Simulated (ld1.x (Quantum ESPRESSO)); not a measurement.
**u(r) = r·R(r): atom against pseudo-atom (palladium)**

Columns: radius, all-electron u(r) and pseudo u(r) of the 4s shell (level -85.33 eV) of palladium in the configuration [Ar] 3d10 4s2 4p6 4d10 5s0 5p0; PBE, scalar-relativistic, TM scheme, ld1.x (Quantum ESPRESSO) 7.5.

| r (bohr) | all-electron | pseudo |
| --- | --- | --- |
| 0.088 | -0.4297 | -0.1404 |
| 0.175 | 0.1299 | -0.2787 |
| 0.262 | 0.6394 | -0.4157 |
| 0.350 | 0.5292 | -0.5521 |
| 0.438 | 0.0784 | -0.6844 |
| 0.525 | -0.4122 | -0.8079 |
| 0.612 | -0.8035 | -0.9189 |
| 0.700 | -1.0572 | -1.0105 |
| 0.788 | -1.1790 | -1.0722 |
| 0.875 | -1.1986 | -1.0958 |
| 0.962 | -1.1501 | -1.0783 |
| 1.050 | -1.0595 | -1.0209 |
| 1.138 | -0.9482 | -0.9326 |
| 1.225 | -0.8322 | -0.8278 |
| 1.312 | -0.7190 | -0.7184 |
| 1.400 | -0.6127 | -0.6127 |
| 1.487 | -0.5182 | -0.5182 |
| 1.575 | -0.4341 | -0.4341 |
| 1.662 | -0.3622 | -0.3622 |
| 1.750 | -0.3001 | -0.3001 |
| 1.838 | -0.2477 | -0.2477 |
| 1.925 | -0.2042 | -0.2042 |
| 2.012 | -0.1679 | -0.1679 |
| 2.100 | -0.1374 | -0.1374 |
| 2.188 | -0.1122 | -0.1122 |
| 2.275 | -0.0917 | -0.0917 |

Task: How many radial nodes do the two functions have?

Result: The all-electron 4s function has n − l − 1 = 3 (the table is too coarse to show those close to the nucleus); the pseudo-wave has 0, since the states of the same l below it are removed with the core.

Task: At about which radius was the pseudo-wave matched?

Result: 1.50 bohr. The columns agree to 0.0005 from 1.40 bohr on; several derivatives are matched, so the curves merge somewhat inside the radius.

Task: Is the pseudo-wave norm-conserving?

Result: Yes: the TM scheme keeps the norm inside the radius equal to the all-electron one, which fixes the energy derivative of the logarithmic derivative at the level.
